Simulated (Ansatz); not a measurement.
Consider the cleavage of the Si–Si bond: `O[SiH](O)[SiH2]F` + `BN[SiH3]` → `BN([SiH3])[SiH2]F` + `O[SiH2]O`.

Gas-phase electronic energies from Ansatz, PBE0-D4/def2-TZVP geometries. CCSD(T)/CBS adds triple-zeta CCSD(T) − MP2 to the extrapolated MP2 energy (def2 sets, frozen cores). Functionals use def2-TZVPP. Each species was taken in one conformer, which may not be the lowest.

```
        level  ΔE (kJ/mol)
      ωB97M-V        -82.9
HF/def2-QZVPP        -91.7
```

(1) What does CCSD(T)/CBS give? (Estimate.)

Largest T1 diagnostic among the species: 0.012.

## Answers

(1) Ansatz gave: -83.2 kJ/mol. The listed levels differ from it by 0.3, -8.5 kJ/mol.

The D4 term adds −4.5 kJ/mol with B3LYP and −2.3 kJ/mol with PBE0; it sums over pairs of atoms, weighted by their polarisabilities, and B3LYP, whose exchange is more repulsive, gets the larger term. From PBE to PBE0 (25 % exact exchange), in def2-TZVPP and without D4, ΔE moves by −9.4 kJ/mol.

CCSD(T)/CBS has its own doubt, a few kJ/mol and more with outer-core shells, so smaller differences from it don't rank the levels.

B3LYP here is the variant with VWN-RPA as its local correlation; programs differ in this.
